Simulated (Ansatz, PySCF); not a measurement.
Molecule: C₃H₉BrSi, charge 0, multiplicity 1. SMILES: C[Si](C)(C)Br
Geometry from a B3LYP-D3(BJ)/def2-TZVP (Ansatz, a quantum-chemistry and plane-wave program) optimisation:
```
Si
C 1 1.8667
H 2 1.0910 1 111.03
H 2 1.0910 3 108.11 1 122.03
H 2 1.0935 3 108.20 4 116.97
C 1 1.8667 2 111.57 3 177.38
H 6 1.0910 1 111.03 2 -57.07
H 6 1.0910 7 108.11 1 122.03
H 6 1.0935 7 108.20 8 116.97
C 1 1.8667 2 111.57 3 -57.07
H 10 1.0910 1 111.03 2 57.07
H 10 1.0910 11 108.11 1 -122.03
H 10 1.0935 11 108.20 12 -116.97
Br 1 2.2651 2 107.28 3 60.16
```

Quantity: atomisation energy (electronic, to ground-state atoms), in kcal/mol. Correlated levels leave the core frozen unless marked. Open shells are spin-unrestricted. No spin-orbit coupling. The frozen core is the preceding noble-gas configuration, with the filled d and f shells of earlier blocks. No relativistic terms. The coupled-cluster limit lacks core correlation, which all-electron functionals hold. CBS(X,Y): correlation extrapolated as X^-3; Hartree-Fock from the larger set. The bracket is a focal-point correction in the basis named.

```tsv
level	program	atomisation energy (kcal/mol)	rough core time
B97M-V/def2-TZVPD	Ansatz	1245.3	60 s
PBE0/def2-SVP	Ansatz	1242.8	under 20 s
PBE0/def2-TZVPD	Ansatz	1240.1	40 s
TPSSh-D4/def2-TZVPD	PySCF + dftd4	1255.4	-
HSE06-D3(BJ)/def2-TZVPD	Ansatz + dftd3	1247.2	40 s
HSE06/def2-TZVPD	Ansatz	1241.2	40 s
CAM-B3LYP/def2-TZVPD	Ansatz	1238.2	40 s
LC-wPBE/def2-TZVPD	Ansatz	1236.6	30 s
B2GP-PLYP-D3(BJ)/def2-TZVPD	Ansatz + dftd3	1230.2	50 s
PBE-QIDH/def2-TZVPD	Ansatz	1236.0	50 s
MP2/6-31G	Ansatz	1051.2	-
RI-MP2/def2-TZVPPD	Ansatz	1228.0	under 20 s
RI-MP2/CBS(def2-TZVPP,def2-QZVPP)	Ansatz	1253.7	100 s
RI-MP2/CBS(def2-TZVPPD,def2-QZVPPD)+[CCSD(T)-MP2]/def2-SVPD	Ansatz	1244.8	5 min
RI-MP2/CBS(def2-TZVPP,def2-QZVPP)+[CCSD(T)-MP2]/def2-TZVPP	Ansatz	1244.5	9 min
```

Core times are rough, on shared machines, summed over the molecules involved; a dash marks a level read off another run, or run on other hardware, by another program or under a memory cap.
